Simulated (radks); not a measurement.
Results of a calculation; reference values are marked as such.
All-electron atom: Xe2+ in [Kr] 4d10 5s2 5p4 (the NIST ground configuration). Code: a radial shooting solver on a logarithmic mesh with Libxc functionals. Model: scalar-relativistic Kohn-Sham, PBEsol, spin-unpolarised, spherical densities, finite nucleus; Fermi nuclear charge, rms radius 4.7859 fm; hard spherical wall at 3 bohr. Some entries of the table are withheld. Estimate them.

orbital  occ.  eigenvalue (Ry)  r(max) (bohr)
1s          2              (1)        0.01716
2s          2        -393.7025        0.09700
2p          6        -353.4101        0.07782
3s          2        -81.10443         0.2791
3p          6        -68.09105         0.2730
3d         10        -48.77305         0.2259
4s          2        -15.28687         0.6614
4p          6        -11.17246         0.6940
4d         10         -5.18575         0.7503
5s          2         -2.17893          1.581
5p          4         -1.04364          1.731
4f          0          0.59199          1.101
5d          0              (2)          1.953
6s          0          3.45870          2.334

Answer. 
(1) 1s eigenvalue (Ry): -2525.625
(2) 5d eigenvalue (Ry): 0.81078
